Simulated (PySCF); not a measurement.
**RuS(OH)2, triplet: structure and spectrum**

Method: UPBE in PySCF with Ru def2-SVP with ECP28, S def2-SVP, O def2-SVP, H def2-SVP; scalar-relativistic core potentials, no spin–orbit coupling; density-fitted integrals.

The structure is a higher-order saddle point with 2 imaginary modes.

```xyz
6
charge 0 multiplicity 3, angstrom
Ru    0.1155    0.2109    0.0000
S    -0.8879   -1.6010    0.0000
O     1.9659    0.0591    0.0000
O    -1.0391    1.6866    0.0000
H     2.4436   -0.7916    0.0000
H    -0.6285    2.5751    0.0000
```

| Property | Result |
| --- | --- |
| Point group | Cs |
| Bond lengths | O–H 0.976 Å, O–H 0.979 Å, Ru–O 1.857 Å, Ru–O 1.874 Å, Ru–S 2.071 Å |
| Bond angles | H–O–Ru 117.2°, H–O–Ru 124.0°, O–Ru–O 132.7°, O–Ru–S 113.0°, O–Ru–S 114.3° |
| Highest occupied level (β) | -4.97 eV |
| Rotational constants | 0.1637, 0.1136, 0.06705 cm⁻¹ |
| Atomisation energy without zero-point energy | 2085 kJ/mol |
| Principal polarisabilities | 42.7, 58.6, 81.1 bohr³ |
| Principal quadrupole moments (Buckingham, traceless) about the centre of mass | -7.59, -2.65, 10.24 D Å |
| Lowest empty level (α) | -4.13 eV |
| Spin squared ⟨S²⟩ | 2.009 |
| Dipole moment | 2.10 D |
| Zero-point energy (real modes) | 65.9 kJ/mol |

Harmonic modes (masses in u: Ru 101.904, S 31.972, O 15.995, H 1.008):
```csv
symmetry,ω (cm⁻¹),IR (km/mol),μ (u)
a'',506i,–,1.09
a'',473i,–,1.11
a'',134,0.4,11.96
a',167,1.4,8.23
a',188,10.6,6.03
a',530,35.6,9.14
a',562,91.4,1.33
a',619,198,2.66
a',677,80.1,2.86
a',707,7.6,2.61
a',3696,224,1.07
a',3740,219,1.07
```

Charges (e):
| atom | Mulliken | Löwdin | polar tensor | spin (Mulliken) | Mayer order to Ru1 |
| --- | --- | --- | --- | --- | --- |
| Ru1 | 0.29 | -0.45 | 0.84 | 1.35 | – |
| S2 | -0.03 | 0.33 | -0.26 | 0.33 | 2.21 |
| O3 | -0.36 | -0.06 | -0.62 | 0.16 | 1.18 |
| O4 | -0.35 | -0.06 | -0.62 | 0.17 | 1.12 |
| H5 | 0.23 | 0.12 | 0.32 | 0.00 | 0.03 |
| H6 | 0.22 | 0.12 | 0.34 | 0.00 | 0.03 |
Other Mayer orders above 0.3: O–H 0.92 (×2).

Mulliken populations on Ru1 (electrons outside its core potential): s 2.62, p 6.48, d 6.59, f 0.02.

Other isomers or separated fragments may lie lower. With open d or f shells other occupations or spin states may lie lower. At this level a triplet minimum of C2 symmetry lies 38 kJ/mol below this structure.

The final relaxation and frequency run took of the order of 7 core-minutes on a shared host.
